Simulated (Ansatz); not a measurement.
Consider the formal exchange of groups at the Si–N bond: `O=C=N[SiH2]F` + `C[SiH2]C` → `C[SiH2]C[SiH2]F` + `N=C=O`.

Gas-phase electronic energies from Ansatz, PBE0-D4/def2-TZVP geometries. CCSD(T)/CBS adds triple-zeta CCSD(T) − MP2 to the extrapolated MP2 energy (def2 sets, frozen cores). This one scheme is used for every species. DFT in def2-TZVPP. B3LYP here is the variant with VWN-RPA as its local correlation; programs differ in this. Each species was taken in one conformer, which may not be the lowest.

(1) Is it downhill or uphill in electronic energy at CCSD(T)/CBS, and by how much? (An estimate is asked.)

(2) What do these levels give: PBE-D4, B3LYP-D4, B2PLYP, PBE, B3LYP, HF/def2-TZVPP, MP2/def2-TZVPP, SCS-MP2/def2-TZVPP, CCSD(T)/def2-TZVPP, HF/CBS(def2), MP2/CBS(def2), CCSD/CBS(def2)? (Best estimate.)

Largest T1 diagnostic among the species: 0.018.

Answers

(1) Computed: Uphill: ΔE = +21.1 kcal/mol.

(2) The calculation gave: PBE-D4 18.6, B3LYP-D4 21.6, B2PLYP 22.9, PBE 19.7, B3LYP 23.4, HF/def2-TZVPP 27.3, MP2/def2-TZVPP 21.9, SCS-MP2/def2-TZVPP 22.7, CCSD(T)/def2-TZVPP 21.2, HF/CBS(def2) 27.5, MP2/CBS(def2) 21.9, CCSD/CBS(def2) 22.0 kcal/mol.

In def2-TZVPP, CCSD(T) changes the Hartree–Fock value by −6.1 kcal/mol (the triples alone add −0.9 kcal/mol) and MP2 by −5.4 kcal/mol. From PBE to PBE0 (25 % exact exchange), in def2-TZVPP and without D4, ΔE moves by +1.2 kcal/mol.
